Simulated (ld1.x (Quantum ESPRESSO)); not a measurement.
**Before and after: TM potential for Au (Z = 79)**

* Element: Au
* Generator: ld1.x (Quantum ESPRESSO) 7.5
* Type: norm-conserving Troullier–Martins (Kleinman–Bylander form)
* Functional: BLYP
* Relativity: scalar-relativistic
* Frozen core: [Xe]
* Valence charge: 25
* Reference configuration: 4f14 5d10 6s0 6p1
* Partial waves: 6s (bound, empty): rc 1.90 bohr; 6p (bound): rc 2.45 bohr; 4f (bound): rc 0.90 bohr; 5d (bound): rc 1.80 bohr
* Local potential: the d channel
* Core correction: a·sin(br)/r model core, default radius (core density twice the valence density)

All-electron outer shells of the reference configuration (BLYP, scalar-relativistic, ld1.x):

```csv
shell,level (eV),outermost node (bohr),outermost maximum (bohr)
5s,-110.51,0.48,0.84
4f,-83.14,–,0.37
5p,-61.86,0.52,0.96
5d,-8.84,0.56,1.21
6s,-7.34,1.11,2.29
6p,-1.81,1.32,3.38
```

Change: all radii but the core radius scaled by about 0.84 (s 1.60, p 2.06, d 1.52, f 0.76 bohr).

Cutoffs: the cutoffs (Ry, on a coarse ladder) from which the occupation-weighted sum of valence levels, in a spherical-Bessel basis at the reference potential, stays within 10 and 1 mRy of its value at 400 Ry; they do not see the model core or the augmentation charge, which bear on the density cutoff. Errors are all-electron minus pseudo energies relative to the spin-unpolarised reference configuration.

**Question.** What does the change do?

**Answer.** Both files keep a bound ghost (p); of the 7 tests that both files solve, the error grows in 3 and shrinks in 1 by more than 15 % and 0.3 meV (median size 17.8 → 24.0 meV).

```csv
quantity,base,changed
bound ghosts,p,p
"error for 4f14 5d10 6s1 6p0, meV [ΔE -5.24 eV]",-0.2,-0.5
"error for 4f14 5d10 6s0 6p0, meV [ΔE 4.23 eV]",-5.0,-3.4
"error for 4f14 5d9 6s0 6p0, meV [ΔE 25.35 eV]",-18,-26
"error for 4f13 5d10 6s1 6p0, meV [ΔE 87.28 eV]",-1770,-2038
"error for 4f14 5d9 6s1 6p0, meV [ΔE 6.76 eV]",-20,-24
"error for 4f14 5d9 6s1 6p1, meV [ΔE 2.10 eV]",-44,-42
"error for 4f14 5d10 6s0.5 6p0, meV [ΔE -1.45 eV]",-0.3,-0.4
```

 A true bound ghost makes a file unfit for plane-wave use even where its test errors are small: the radial tests pick states by their node count and pass the ghost by.
